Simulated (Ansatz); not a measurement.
Relaxation of C$_{4}$H$_{10}$AlCl (16 atoms, charge 0, multiplicity 1), to a largest force component of 0.015 eV/Å in at most 40 steps.

The calculation used Ansatz, RKS B3LYP-D4/6-31G.

```xyz
16
Properties=species:S:1:pos:R:3:forces:R:3
C 0.799 -2.416 0.101 -1.31 1.45 -0.15
Al 1.357 -0.498 0.346 -0.11 -0.40 0.01
C 0.032 1.020 0.048 2.31 0.17 0.97
C -0.342 1.026 -1.396 -4.84 0.32 -0.30
C -1.103 0.892 1.031 -0.30 2.66 -0.48
Cl -2.151 -0.518 0.617 -1.30 -1.30 0.07
H -0.291 -2.369 -0.203 1.19 -0.38 0.29
H 1.395 -2.833 -0.715 0.08 -0.56 0.27
H 0.878 -2.916 1.079 0.19 -0.33 -0.49
H 2.869 -0.189 0.804 0.08 0.13 0.00
H 0.610 1.960 0.283 -0.56 -0.58 0.05
H 0.471 1.102 -2.066 0.97 0.12 -0.96
H -1.128 1.911 -1.600 1.69 -1.47 0.08
H -1.000 0.094 -1.603 1.33 1.27 -0.13
H -1.767 1.807 1.012 0.40 -0.89 -0.05
H -0.759 0.778 2.036 0.18 -0.21 0.83
```

Question: Where does it end, and by what steps?

Answer: The forces met the threshold. The force dipped under the threshold on the way, but the program's further checks kept it going. Limits of this set-up: no polarisation functions. After 30 steps the energy has fallen by 2.286 eV; Cl6 moved furthest, 2.42 Å. Parted: Al2–C3, C5–Cl6. Joined: Al2–Cl6.

```json
{"step": "0", "energy less start (eV)": "0.0000", "largest force component (eV/Å)": "4.840", "accepted": "yes"}
{"step": "2", "energy less start (eV)": "-0.6747", "largest force component (eV/Å)": "0.378", "accepted": "yes"}
{"step": "4", "energy less start (eV)": "-0.7094", "largest force component (eV/Å)": "0.118", "accepted": "yes"}
{"step": "6", "energy less start (eV)": "-0.7380", "largest force component (eV/Å)": "0.229", "accepted": "yes"}
{"step": "8", "energy less start (eV)": "-0.7960", "largest force component (eV/Å)": "0.274", "accepted": "yes"}
{"step": "10", "energy less start (eV)": "-0.8790", "largest force component (eV/Å)": "0.233", "accepted": "yes"}
{"step": "12", "energy less start (eV)": "-0.9490", "largest force component (eV/Å)": "0.284", "accepted": "yes"}
{"step": "14", "energy less start (eV)": "-0.9645", "largest force component (eV/Å)": "0.161", "accepted": "yes"}
{"step": "16", "energy less start (eV)": "-1.0720", "largest force component (eV/Å)": "0.858", "accepted": "yes"}
{"step": "18", "energy less start (eV)": "-1.7098", "largest force component (eV/Å)": "1.635", "accepted": "yes"}
{"step": "20", "energy less start (eV)": "-2.1609", "largest force component (eV/Å)": "0.731", "accepted": "yes"}
{"step": "22", "energy less start (eV)": "-2.2574", "largest force component (eV/Å)": "0.722", "accepted": "yes"}
{"step": "24", "energy less start (eV)": "-2.2799", "largest force component (eV/Å)": "0.124", "accepted": "yes"}
{"step": "26", "energy less start (eV)": "-2.2840", "largest force component (eV/Å)": "0.111", "accepted": "yes"}
{"step": "28", "energy less start (eV)": "-2.2858", "largest force component (eV/Å)": "0.024", "accepted": "yes"}
{"step": "30", "energy less start (eV)": "-2.2862", "largest force component (eV/Å)": "0.010", "accepted": "yes"}
```

```xyz
16
Properties=species:S:1:pos:R:3
C 0.703 -2.035 -0.222
Al 0.497 -0.914 1.381
C 0.024 1.302 -0.274
C -0.463 0.892 -1.631
C -0.728 1.310 0.851
Cl -1.268 -1.454 2.664
H -0.226 -2.100 -0.800
H 1.501 -1.671 -0.880
H 0.965 -3.058 0.082
H 1.679 -0.189 2.174
H 1.057 1.650 -0.216
H 0.187 0.132 -2.078
H -0.450 1.759 -2.306
H -1.484 0.501 -1.595
H -1.772 1.013 0.838
H -0.352 1.714 1.786
```

Whether the end is a true minimum wasn't checked by a vibrational analysis.

Time of the run: 3.8 min on 1 thread of Arm Neoverse V1 (shared host), peak memory 0.22 GiB.
